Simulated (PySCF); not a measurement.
A structure optimised at r2SCAN-D4/def2-TZVP, used in a PySCF frequency run:

```xyz
5

Be     0.0000     0.0000     0.0331
S     -0.0582     1.9020     0.0519
H      0.8945     1.9800    -0.8965
S      0.0582    -1.9020     0.0519
H     -0.8945    -1.9800    -0.8965
```
Charge 0, spin multiplicity 1.

Q: Write its SMILES, formula and point group.

A: [SH][Be][SH], BeH₂S₂, C2

Q: What are its rotational constants (standard atomic weights)?

A: 142.88, 2.0912, 2.0910 GHz
